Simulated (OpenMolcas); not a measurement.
A calculation on Sn+.

```json
{
 "Program": "OpenMolcas 26.06",
 "Method": "SS-RASPT2, IPEA 0.25 Eh, imaginary shift 0.1 Eh (closed shells correlated: 4d 5s)",
 "Basis": "ANO-RCC-VQZP [8s7p5d3f2g]",
 "Scalar Hamiltonian": "DKH2, point nucleus",
 "Active space": "1 electron in 9 orbitals (RAS2 5p; RAS3 5d 6s, at most 1 electron)",
 "State averaging": "2S+1 = 2 odd, 3 roots; 2S+1 = 2 even, 6 roots",
 "Spin-orbit coupling": "RASSI with atomic mean-field integrals over the reference wave functions, term energies averaged over their components"
}
```

(1) Which level of the active space comes out lowest?

(2) How high does 5s² 5p ²P°_3/2 lie?

(3) How high does 5s² 6s ²S_1/2 lie?

(4) How high does 5s² 5d ²D_3/2 lie?

Measured values: NIST Handbook of Basic Atomic Spectroscopic Data.

Answers

(1) 5s² 5p ²P°_1/2, with 100 % of that term; it is also the measured ground level.

(2) 3704 cm⁻¹ above the lowest level; measured 4251 cm⁻¹ above the ground level, so the calculation is off by -13 %.

(3) 59298 cm⁻¹ above the lowest level; measured 56886 cm⁻¹ above the ground level, so the calculation is off by +4 %.

(4) 68435 cm⁻¹ above the lowest level; measured 71406 cm⁻¹ above the ground level, so the calculation is off by -4 %.

ANO sets are built for valence states and can reach diffuse excited orbitals poorly, and with the s shell closed the s pⁿ⁺¹ terms that mix with these levels are absent. With one active electron, CASPT2 adds the correlation within the correlated inactive shells and between them and that electron, and leaves the splitting within a term as the reference gives it. Measured partners are found by configuration, term and J. A level has none where our copy of the source lacks it or the pairing is in doubt (some pairs that miss far off the trend of their configuration count as doubtful), and it then counts in no deviation. Only configurations of the active space appear.

° marks odd parity.
